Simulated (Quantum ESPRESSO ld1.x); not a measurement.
Values are calculated unless marked as measured or tabulated.
Task: Radial electron density D(r) = 4 pi r^2 rho(r) of an atom or ion with 58 electrons. Level of theory: Dirac Kohn-Sham, BLYP, spin-unpolarised, spherical densities, point nucleus (ld1.x of Quantum ESPRESSO 7.5).

```
   r/bohr * D(r) (the largest magnitude, 106, reaches the edge; | marks zero)
 0.001788 |    *
 0.002098 |     *
 0.002442 |      *
 0.002866 |        *
 0.003336 |           *
 0.003915 |             *
 0.004558 |                *
 0.005349 |                    *
 0.006227 |                        *
 0.007249 |                            *
 0.008507 |                                *
 0.009903 |                                    *
  0.01162 |                                       *
  0.01353 |                                         *
  0.01588 |                                          *
  0.01848 |                                         *
  0.02169 |                                        *
  0.02525 |                                      *
  0.02963 |                                     *
   0.0345 |                                     *
  0.04048 |                                        *
  0.04713 |                                            *
  0.05487 |                                                 *
  0.06439 |                                                     *
  0.07495 |                                                      *
  0.08796 |                                                   *
   0.1024 |                                             *
   0.1202 |                                         *
   0.1399 |                                        *
   0.1642 |                                            *
   0.1911 |                                               *
   0.2243 |                                             *
   0.2611 |                                      *
    0.304 |                           *
   0.3567 |                   *
   0.4153 |                  *
   0.4873 |                    *
   0.5673 |                     *
   0.6657 |                  *
    0.775 |             *
   0.9095 |         *
    1.059 |      *
    1.243 |     *
    1.446 |    *
    1.697 |  *
    1.976 | *
      2.3 |*
      2.7 *
    3.143 *
    3.688 *
    4.294 *
    5.039 *
```

What is the nuclear charge?

Result: Z = 61. The innermost maximum, from 1s, lies near gamma/Z bohr with gamma = sqrt(1 - (Z/c)^2) = 0.895, here 0.0147 bohr (found: 0.0163), and its height grows with Z. The density is that of the promethium ion Pm3+ in [Xe] 4f4; the configuration itself is not fixed sharply by these data, and Z only to a few units. D(r) has 4 maxima, at r = 0.0163, 0.0714, 0.201, 0.554 bohr, and minima at 0.0313, 0.132, 0.399 bohr, inside which lie 2.02, 11.23, 29.11 electrons.
